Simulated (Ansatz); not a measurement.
Ansatz (a program for electronic structure) input (PBE0/6-31G*):

Ansatz 0.2 input:
```yaml
crystal:
  periodic: [false, false, false]
  atoms:
    - {symbol: B, position_ang: [0.00294040, -0.00133337, 0.00410137]}
    - {symbol: C, position_ang: [1.53003665, -0.27155343, -0.24603334]}
    - {symbol: C, position_ang: [-0.53645449, 1.47330395, 0.06421031]}
    - {symbol: C, position_ang: [-0.99216009, -1.20294843, 0.18365569]}
    - {symbol: H, position_ang: [1.77655645, 0.06856507, -1.26107031]}
    - {symbol: H, position_ang: [1.83648543, -1.31597171, -0.16580652]}
    - {symbol: H, position_ang: [2.15891229, 0.33393360, 0.41465664]}
    - {symbol: H, position_ang: [0.23012744, 2.24974902, 0.08548387]}
    - {symbol: H, position_ang: [-1.20888253, 1.61864053, 0.91625848]}
    - {symbol: H, position_ang: [-1.16218604, 1.64687369, -0.82143973]}
    - {symbol: H, position_ang: [-2.05041905, -0.94231810, 0.12205085]}
    - {symbol: H, position_ang: [-0.78433510, -2.02503083, -0.50759852]}
    - {symbol: H, position_ang: [-0.81949333, -1.62058683, 1.18596252]}
basis:
  gaussian:
    orbitals: 6-31G*
hamiltonian:
  xc: {name: PBE0}
```

End of the output:

```
integrals: 0.03 GiB planned
858 factors; integrals over basis functions are off by at most 1.2e-3 eV
mean field: 0.26 GiB planned
mean field evaluation 1: about -3921.6641 eV, gradient 5.8e1 eV
mean field evaluation 2: about -3921.3811 eV, gradient 5.7e1 eV
mean field evaluation 4: about -3929.5565 eV, gradient 8.9e-1 eV
mean field evaluation 8: about -3929.5447 eV, gradient 2.7e-3 eV
mean field -3929.54472590 eV, -144.4081051358 hartree, gradient 2.0e-5 eV, S^2 0.000000; 0 other end points of the search recorded, 0 dependent functions left out
reference -3929.54474193 eV, -144.4081057248 hartree; 16, 16 occupied and 62, 62 virtual orbitals, 858 factors
Total energy: -3929.54474193 eV, -144.4081057248 hartree
```
